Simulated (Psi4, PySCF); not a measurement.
Br4Sn, charge -1, doublet, geometry from GFN2-xTB (such geometries of metal compounds can be far from the true shape) (a state made from the parent by changing its charge; the spin is typed, not shown lowest) (all electrons, no relativity) (in this run its highest filled SCF level lies above zero, so its values depend strongly on the basis, on diffuse functions most of all). Base run: WB97M-V/STO-3G (PySCF).

Input for PySCF:
```python
from pyscf import gto, scf, dft

mol = gto.Mole()
mol.atom = '''
    Br   -0.966417    2.390122   -0.817051
    Sn   -0.000000   -0.000000   -0.000000
    Br   -1.861549   -1.916352   -0.420059
    Br    0.591101    0.120168    2.636357
    Br    2.236865   -0.593938   -1.399247
'''
mol.basis = 'sto-3g'
mol.charge = -1
mol.spin = 1
mol.verbose = 4
mol.build()

mf = dft.UKS(mol)
mf.xc = 'wb97m_v'
mf.kernel()
```

The same geometry, method and basis name were run in Psi4 and PySCF, at each program's defaults and at the settings that a row names. The base is PySCF at its defaults. Differences at the defaults can come from grids, fitting, cores and function types together. The rows with settings made alike still differ; the cause (another SCF solution, basis table, core potential or functional code) wasn't traced.

```tsv
code and settings	ΔE vs base (mEh)	basis functions	E (Eh)	SCF cycles
PySCF, defaults (exact integrals, its default grid, spherical functions)	0.000	99	-16149.98496	8
PySCF, fine grid	0.144	99	-16149.98482	8
Psi4, exact integrals, spherical functions, fine grid	0.713	99	-16149.98425	8
```

Open shells are given as the SCF converged; they aren't shown to be the lowest states, and a large step between rows can be another state.
